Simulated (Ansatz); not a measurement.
Stepwise reaction of `F[Si](F)(F)[SiH](Cl)Cl` with hydrogen, as a gas-phase model of exchange steps in deposition or etching. ΔE in kJ/mol; ΔG adds harmonic PBE0-D4 terms to CCSD(T)/CBS, at 1 bar.

Program: Ansatz. Geometries: PBE0-D4/def2-TZVP. ΔE: electronic, gas phase. CCSD(T)/CBS adds triple-zeta CCSD(T) − MP2 to the extrapolated MP2 energy (def2 sets, frozen cores). This one scheme is used for every species. DFT in def2-TZVPP. B3LYP here is the variant with VWN-RPA as its local correlation; programs differ in this. Each species was taken in one conformer, which may not be the lowest.

| step | reaction | PBE-D4 | B3LYP-D4 | ωB97M-V | CCSD(T)/CBS | ΔG(600 K) |
| --- | --- | --- | --- | --- | --- | --- |
| 1 | `F[Si](F)(F)[SiH](Cl)Cl` + H₂ → `F[SiH](F)[SiH](Cl)Cl` + H–F | 130.5 | 138.4 | 138.9 | 135.0 | 130.4 |

Problem. Give the row of step 2, `F[SiH](F)[SiH](Cl)Cl` + H₂ → `F[SiH2][SiH](Cl)Cl` + H–F. (An estimate is asked.)

Solution. Ansatz gave: 
```json
{"step": "2", "reaction": "`F[SiH](F)[SiH](Cl)Cl` + H₂ → `F[SiH2][SiH](Cl)Cl` + H–F", "PBE-D4": "119.8", "B3LYP-D4": "128.1", "ωB97M-V": "127.2", "CCSD(T)/CBS": "123.3", "ΔG(600 K)": "120.6"}
```

Problem. By hand: ΔE of the 2 steps together at CCSD(T)/CBS.

Solution. (135.0) + (123.3) = 258.3 kJ/mol, or 129.2 kJ/mol a step.

In ΔE each step is lower than the one before. All are uphill at CCSD(T)/CBS. ΔG lies between 120.6 and 130.4 kJ/mol a step. PBE-D4 differs from CCSD(T)/CBS by -4.5 to -3.5 kJ/mol a step. Isolated molecules leave out the surface, adducts and barriers. Largest T1 diagnostic: 0.011.
